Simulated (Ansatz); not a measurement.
Compare A (`C1C[SiH2][SiH2]O1`) with its isomer B (`O[Si]1([SiH3])CC1`).

Computed with Ansatz on PBE0-D4/def2-TZVP structures; ΔE is electronic, products minus reactants. CCSD(T)/CBS is the MP2 limit (def2-TZVPP, def2-QZVPP) plus CCSD(T) − MP2 in def2-TZVPP, frozen cores. Functionals use def2-TZVPP. B3LYP here is the variant with VWN-RPA as its local correlation; programs differ in this. Each species was taken in one conformer, which may not be the lowest.

A:

Z-matrix (Å, degrees):
```
C
O 1 1.420
C 1 1.531 2 112.1
H 1 1.098 2 109.7 3 122.4
H 1 1.093 2 106.7 3 -121.7
Si 2 1.663 1 118.2 3 -45.4
Si 3 1.899 1 108.5 2 45.4
H 3 1.093 1 110.5 2 169.6
H 3 1.095 1 109.5 2 -72.2
H 6 1.485 2 108.4 1 143.0
H 6 1.490 2 111.4 1 -98.0
H 7 1.489 3 112.1 1 91.1
H 7 1.486 3 112.6 1 -145.7
```

B:

Z-matrix (Å, degrees):
```
Si
Si 1 2.316
C 1 1.842 2 120.8
O 1 1.648 2 110.3 3 150.4
C 1 1.842 2 120.8 3 -59.1
H 2 1.488 1 107.1 3 29.7
H 2 1.487 1 111.4 3 -89.5
H 2 1.487 1 111.4 3 148.8
H 3 1.087 1 119.4 2 147.7
H 3 1.086 1 121.0 2 0.8
H 4 0.959 1 118.0 2 179.9
H 5 1.086 1 121.0 2 -0.8
H 5 1.087 1 119.4 2 -147.7
```

(1) Which is lower in electronic energy at CCSD(T)/CBS, and by how much? (An estimate is asked.)

(2) Give E(B) − E(A) in kJ/mol with B3LYP-D4, CCSD(T)/def2-TZVPP, r2SCAN-D4, ωB97M-V, B2PLYP, CCSD/def2-TZVPP, MP2/def2-TZVPP. (An estimate is asked.)

Largest T1 diagnostic: 0.013.

## Answers

(1) Computed: A, by 43.9 kJ/mol.

(2) Computed: B3LYP-D4 46.0, CCSD(T)/def2-TZVPP 45.2, r2SCAN-D4 39.1, ωB97M-V 43.3, B2PLYP 42.1, CCSD/def2-TZVPP 46.4, MP2/def2-TZVPP 39.2. None reverses the order clearly.

From PBE to PBE0 (25 % exact exchange), in def2-TZVPP and without D4, E(B) − E(A) moves by +5.6 kJ/mol. The D4 term adds +5.5 kJ/mol with B3LYP and +2.6 kJ/mol with PBE0; it sums over pairs of atoms, weighted by their polarisabilities, and B3LYP, whose exchange is more repulsive, gets the larger term.
